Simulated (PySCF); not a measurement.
**CH8N4Si3**

The system: CH8N4Si3, a molecule; neutral, singlet. The structure, one conformer, was relaxed in the gas phase by PBE0-D3(BJ)/def2-SVP. No frequency run checks that it is a minimum.

SMILES: N#C[SiH]1N[SiH2]N[SiH2]N1

Coordinates in Å:
```
N1      0.453    1.407   -0.371
Si2     1.935    0.508   -0.236
N3      1.383   -1.148   -0.173
Si4     0.115   -1.848    0.803
N5     -1.210   -0.746    0.569
Si6    -1.033    0.538   -0.582
C7     -2.406    1.754   -0.227
N8     -3.248    2.513    0.018
H9      0.411    2.390   -0.121
H10     2.685    0.974    0.971
H11     2.851    0.602   -1.414
H12     1.890   -1.800   -0.764
H13    -0.105   -3.231    0.282
H14     0.421   -1.948    2.264
H15    -1.987   -0.714    1.222
H16    -1.216    0.070   -1.979
```

Shieldings: GIAO PBE0/pcSseg-1. Shifts are against computed references at the same level: C TMS (σ 184.4 ppm), H TMS (σ 31.27 ppm), Si TMS (σ 352.0 ppm). Core levels by delta-SCF with SCAN, pcX-2 on the ionised atom and pcseg-1 elsewhere, spin-free X2C (2p3/2 is the spin-free 2p value less a third of a first-order spin-orbit splitting); from the vacuum level, for chosen atoms.

(1) Give the shieldings and core levels atom by atom.

(2) Which of Si2, Si6 holds its core electrons tightest, and by how much against the loosest?

(3) By CAM-B3LYP/def2-SVPD (TDDFT singlets, Tamm-Dancoff triplets, ionisation by delta-SCF), where does absorption start, and what does vertical ionisation take?

Results:

(1) 
| atoms | bonded to | σ (ppm) | δ (ppm) | core level (eV) |
| --- | --- | --- | --- | --- |
| N1 N5 | 2 Si + 1 H | 220.4 | - | 1s 404.37 |
| Si2 Si4 | 2 N + 2 H | 383.1 | -31.1 | 2p3/2 107.50 |
| N3 | 2 Si + 1 H | 235.3 | - | 1s 404.56 |
| Si6 | 1 C + 2 N + 1 H | 407.3 | -55.3 | 2p3/2 107.97 |
| C7 | 1 N + 1 Si | 56.5 | 127.9 | 1s 291.69 |
| N8 | 1 C | -96.9 | - | - |
| H9 H15 | 1 N | 30.26 | 1.01 | - |
| H10 H14 | 1 Si | 25.86 | 5.41 | - |
| H11 H13 | 1 Si | 26.03 | 5.24 | - |
| H12 | 1 N | 30.43 | 0.84 | - |
| H16 | 1 Si | 26.02 | 5.24 | - |

Values are those of this one static structure; atoms that internal rotation interchanges would show their mean in an NMR spectrum.

The core-hole state of C7 is spin-contaminated (⟨S²⟩ 0.82 against 0.75 for a pure doublet), so that value and differences from it are less sure.

(2) Si6 (bonded to 1 C + 2 N + 1 H), by 0.47 eV over Si2 (bonded to 2 N + 2 H).

(3) The lowest singlet lies at 6.60 eV (f 0.009), the strongest of the first 6 at 6.70 eV (f 0.024), the lowest triplet at 5.84 eV; vertical ionisation takes 9.74 eV.

The 3 runs behind this took 7.8 min in all, one thread each of Arm Neoverse V1 on a shared host, launched as `OMP_NUM_THREADS=1 python cluster_run.py task.json out`.
